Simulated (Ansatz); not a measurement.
From SnH3(CH3) to C4H12Sn: predicting a member

On one C centre that keeps SnH3, n of the H ligands are replaced by CH3. The HOMO–LUMO gap y in eV at wB97X-V/def2-TZVPP. Shapes: PBE0-D4/def2-TZVP. Programs: Ansatz 0.2.0.

| molecule | n | y (eV) |
| --- | --- | --- |
| SnH3(CH3) | 0 | 12.68 |
| C2H8Sn | 1 | 12.14 |
| C3H10Sn | 2 | ? |
| C4H12Sn | 3 | 11.55 |

Q: Fit y = c + s·n to the known rows and predict C3H10Sn.

A: 
1. Means of the 3 rows: n = 1.33333, y = 12.123.
2. Σ(Δn)² = 4.6667, Σ(Δn·Δy) = -1.7033, so the slope is -1.7033/4.6667 = -0.36499.
3. Intercept: 12.123 − (-0.36499) × 1.33333 = 12.610. The largest residual of the fit is 0.11.
4. C3H10Sn: 12.610 + (-0.36499) × 2 = 11.88 eV.

The run gave 11.79 eV, so the prediction is off by +0.09 eV, within the largest residual. The step per swap drifts from -0.54 to -0.24 eV. Other levels give for C3H10Sn: r2SCAN0-D4/def2-TZVPP 8.25; wB97M-V/def2-TZVPP 11.28 eV. Orbital gaps aren't excitation energies, and the LUMO depends on the basis. For atoms past krypton def2 sets carry core potentials with scalar relativity.
